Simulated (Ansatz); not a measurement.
System: SOF, charge 0, doublet. SOF (SMILES O=[S]F, doublet).
B3LYP-D3(BJ)/def2-TZVP minimum from Ansatz (an electronic-structure program):
```xyz
3

O     -1.2135    -0.4937     0.0699
S     -0.1129     0.4581    -0.0167
F      1.2793    -0.3756    -0.0325
```
Charge 0, spin multiplicity 2.

Total energies in cc-pV(D+d)Z, 19 correlated electrons, 7 frozen orbitals. Radicals and triplets start from unrestricted determinants; spin-orbit coupling is neglected. Correlated methods leave the cores frozen. No relativity. The UHF reference of FOS (O=[S]F, doublet) is spin-contaminated (<S^2> up to 0.04 over the pure value in the sets run).

```
method    program  energy (Eh)  minus CCSDT(Q) (mEh)
--------  -------  -----------  --------------------
HF         Ansatz   -571.78092                526.82
MP2        Ansatz   -572.27638                 31.36
CCSD       Ansatz   -572.28989                 17.85
CCSD(T)    Ansatz   -572.30471                  3.03
CCSDT(Q)   Ansatz   -572.30774                  0.00
```

Rough core times of Ansatz's runs on a shared machine: CCSD(T) under 20 s, CCSDT(Q) 4 min.
